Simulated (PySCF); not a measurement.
Work out the structure from these simulated measurements.

Elements present: C, Cl, F and H. Monoisotopic mass: 172.0455 u.

* Dipole: 2.65 D [PBE0/pcSseg-1]
* NMR, other nuclei: isotropic shieldings of nuclei other than C and H, by class: 352 (1 F), 801 (1 Cl) ppm [GIAO PBE0/pcSseg-1]
* 13C NMR: chemical shifts (computed TMS as zero) by class: 98.6 (1 C), 85.3 (1 C), 82.4 (1 C), 75.8 (1 C), 50.6 (1 C), 50.5 (1 C), 46.9 (1 C), 40.1 (1 C), 26.0 (1 C) ppm [GIAO PBE0/pcSseg-1]
* 1H NMR: chemical shifts (computed TMS as zero) by class: 4.69 (1 H), 2.96 (1 H), 2.48 (1 H), 2.42 (1 H), 2.10 (1 H), 1.91 (1 H), 1.79 (1 H), 1.71 (1 H), 1.58 (1 H), 1.08 (1 H) ppm [GIAO PBE0/pcSseg-1]
* Rotational structure: rotational constants A, B, C: 1.268, 0.992, 0.745 GHz [GFN2-xTB]

Gas-phase values; electronic properties from PySCF, density fitting. Levels stand in brackets. Isolated species at its GFN2-xTB geometry, gas phase. Each NMR value is the plain mean over a class of atoms that symmetry, rotation or inversion makes alike.

Question: Which formula fits the mass and the elements?

Answer: C9H10ClF (calculated 172.0455). No other formula that holds each of these elements comes within 0.0003 u with a fitting electron parity and a possible valence count.

Question: Give a SMILES that accounts for the data.

Answer: Numbering: `[CH:1]#[C:2][C@@H:3]1[C@H:4]2[CH2:5][CH2:6][C@:7]1([Cl:8])[CH2:9][C@H:10]2[F:11]`. Its formula, C9H10ClF, gives 4 degrees of unsaturation: 2 rings and 2 π bonds in the structure found. 9 carbons fall into 9 classes; from least to most shielded: sp3 C–F carbon [C10] (98.6 ppm), alkyne carbon [C2] (85.3 ppm), terminal alkyne carbon [C1] (82.4 ppm), sp3 C–Cl carbon [C7] (75.8 ppm), ring CH2 carbon [C9] (50.6 ppm), sp3 carbon at a ring junction [C4] (50.5 ppm), propargylic carbon [C3] (46.9 ppm), ring CH2 carbon [C6] (40.1 ppm), ring CH2 carbon [C5] (26.0 ppm). Hydrogen classes from least to most shielded: 1 H on an sp3 C–F carbon, C10 (4.69 ppm), 1 H on a ring CH2 carbon, C9 (2.96 ppm), 1 H on a propargylic carbon, C3 (2.48 ppm), 1 H on an sp3 carbon at a ring junction, C4 (2.42 ppm), 1 H on a ring CH2 carbon, C9 (2.10 ppm), 1 H on a ring CH2 carbon, C6 (1.91 ppm), 1 H on a ring CH2 carbon, C5 (1.79 ppm), 1 H on a terminal alkyne carbon, C1 (1.71 ppm), 1 H on a ring CH2 carbon, C6 (1.58 ppm), 1 H on a ring CH2 carbon, C5 (1.08 ppm). The other shieldings belong to: 352 ppm, alkyl fluorine [F11]; 801 ppm, alkyl chlorine [Cl8]. The optimised geometry has point group C1 and is an asymmetric top. Structure: `C#C[C@@H]1[C@H]2CC[C@]1(Cl)C[C@H]2F`. The assignments are read from this structure; whether some other isomer fits the data as well wasn't checked. The mirror image fits equally.
